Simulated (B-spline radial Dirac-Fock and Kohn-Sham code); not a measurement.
Level of theory: Dirac-Fock (average of configuration) total-energy differences with a finite nucleus, the Breit interaction including its frequency dependence, and self-energy and vacuum-polarisation corrections; a radial atomic solver. Correlation and solid-state effects are left out.

Question: Identify the element and charge state from the binding energies below (tabulated ground configuration; the least bound level is included).

| level | binding energy (eV) |
| --- | --- |
| 1s | 22133.7 |
| 2p3/2 | 2855.8 |
| 3s | 604.9 |
| 3p1/2 | 502.7 |
| 3p3/2 | 480.2 |
| 3d5/2 | 296.0 |
| 4d | 16.17 |

Answer: Ru⁺: Z = 44 with 43 electrons, [Kr] 4d7. The hydrogen-like estimate √(E/Ry) = 40.3 for the K level lies 3.7 below Z (screening lowers it, relativity raises it); the outermost level, at 16.17 eV, fixes the charge.

Values without a named source are computed, but for edge energies of neutral atoms, which are taken from tables.
